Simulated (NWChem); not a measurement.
System: C2H3BFNO; SMILES CB(F)N=C=O

Excerpt of the output:

```
             Northwest Computational Chemistry Package (NWChem) 7.3.0
             --------------------------------------------------------

                             Geometry "geometry" -> ""
                             -------------------------

 Output coordinates in angstroms (scale by  1.889725989 to convert to a.u.)

  No.       Tag          Charge          X              Y              Z
 ---- ---------------- ---------- -------------- -------------- --------------
    1 B                    5.0000    -0.17376200     0.99592100    -0.00569000
    2 F                    9.0000    -1.39750400     1.51655800    -0.00152900
    3 C                    6.0000     1.06529100     1.94716800    -0.00344200
    4 H                    1.0000     2.02571200     1.42528400    -0.10209400
    5 H                    1.0000     1.07586600     2.52334700     0.93777300
    6 H                    1.0000     0.97294300     2.69120900    -0.81129500
    7 N                    7.0000    -0.08693300    -0.42372200    -0.00027500
    8 C                    6.0000     0.13670200    -1.59895800     0.00075900
    9 O                    8.0000     0.33881500    -2.74732500     0.00226900

 Effective nuclear repulsion energy (a.u.)     193.1096497122

                              NWChem Property Module
                              ----------------------

  itol2e modified to match energy
  convergence criterion.

                                 NWChem DFT Module
                                 -----------------

 Summary of "ao basis" -> "ao basis" (spherical)
 ------------------------------------------------------------------------------
       Tag                 Description            Shells   Functions and Types
 ---------------- ------------------------------  ------  ---------------------
 B                          pcsseg-1                 7       17   3s3p1d
 F                          pcsseg-1                 7       17   3s3p1d
 C                          pcsseg-1                 7       17   3s3p1d
 H                          pcsseg-1                 3        5   2s1p
 N                          pcsseg-1                 7       17   3s3p1d
 O                          pcsseg-1                 7       17   3s3p1d

  itol2e modified to match energy
  convergence criterion.

[...]

          -----------------------------------------
          Chemical Shielding Tensors (GIAO, in ppm)
          -----------------------------------------

                                NWChem CPHF Module
                                ------------------

  scftype          =     RHF
  nclosed          =       22
  nopen            =        0
  variables        =     2090
  # of vectors     =        3
  tolerance        = 0.10D-03
  level shift      = 0.00D+00
  max iterations   =       50
  max subspace     =       30

 SCF residual:    6.3217733014527794E-005

Iterative solution of linear equations
  No. of variables     2090
  No. of equations        3
  Maximum subspace       30
        Iterations       50
       Convergence  1.0D-04

   iter   nsub   residual    time
   ----  ------  --------  ---------
     1      3    4.54D-01      54.8
     2      6    2.35D-02      62.9
     3      9    2.43D-03      67.7
     4     12    2.51D-04      72.2
     5     15    1.01D-05      77.1

      Atom:    1  B
        Diamagnetic
    202.3735      0.5752     -0.0866
      0.5752    202.0487     -0.0213
     -0.0866     -0.0213    180.3978

        Paramagnetic
   -138.2248     28.4870      0.2703
     28.4870   -146.0573      0.1466
      0.2703      0.1466    -92.0292

        Total Shielding Tensor
     64.1488     29.0622      0.1837
     29.0622     55.9914      0.1253
      0.1837      0.1253     88.3686

           isotropic =      69.5029
          anisotropy =      29.9381

          Principal Components and Axis System
                 1           2           3
               89.4617     88.3240     30.7231

      1         0.7398     -0.1492     -0.6561
      2         0.6431     -0.1303      0.7546
      3         0.1980      0.9802      0.0005

      Atom:    2  F
        Diamagnetic
    486.5189    -11.1092     -0.0745
    -11.1092    466.1081      0.0031
     -0.0745      0.0031    463.3132

        Paramagnetic
   -280.7889    -19.3727      0.1503
    -19.3727   -443.4868      0.7583
      0.1503      0.7583    -45.5053

        Total Shielding Tensor
    205.7300    -30.4819      0.0758
    -30.4819     22.6212      0.7614
      0.0758      0.7614    417.8079

           isotropic =     215.3864
          anisotropy =     303.6345

          Principal Components and Axis System
                 1           2           3
              417.8094    210.6709     17.6788

      1         0.0001      0.9871      0.1600
      2         0.0019     -0.1600      0.9871
      3         1.0000      0.0002     -0.0019

      Atom:    3  C
        Diamagnetic
    257.8604      3.3936     -0.2675
      3.3936    255.4504     -0.1203
     -0.2675     -0.1203    251.0097

        Paramagnetic
    -70.5108      6.6663     -0.9298
      6.6663    -76.6170     -0.7379
     -0.9298     -0.7379    -72.9865

        Total Shielding Tensor
    187.3496     10.0599     -1.1973
     10.0599    178.8334     -0.8582
     -1.1973     -0.8582    178.0232

           isotropic =     181.4021
          anisotropy =      19.1216

          Principal Components and Axis System
                 1           2           3
              194.1498    177.8893    172.1670

      1         0.8300      0.0810     -0.5518
      2         0.5503      0.0424      0.8339
      3        -0.0909      0.9958      0.0094

      Atom:    4  H
        Diamagnetic
     39.0805     -3.8434     -1.3548
     -3.8434     28.5580      0.4902
     -1.3548      0.4902     23.6023

[...]
```

Level: PBE0/pcSseg-1, GIAO. Geometry: optimised at PBE0/def2-SVP. The printed shielding anisotropy is the first printed principal value minus the mean of the other two.

Q: Reconstruct the input file.

A: One answer among several that fit: the input that was run:
```
start job
memory heap 200 mb stack 900 mb global 1100 mb
geometry units angstroms noautosym nocenter noautoz
  B     -0.173762     0.995921    -0.005690
  F     -1.397504     1.516558    -0.001529
  C      1.065291     1.947168    -0.003442
  H      2.025712     1.425284    -0.102094
  H      1.075866     2.523347     0.937773
  H      0.972943     2.691209    -0.811295
  N     -0.086933    -0.423722    -0.000275
  C      0.136702    -1.598958     0.000759
  O      0.338815    -2.747325     0.002269
end
basis spherical
  * library pcsseg-1
end
dft
  xc pbe0
  iterations 150
end
property
  shielding
end
task dft property
```
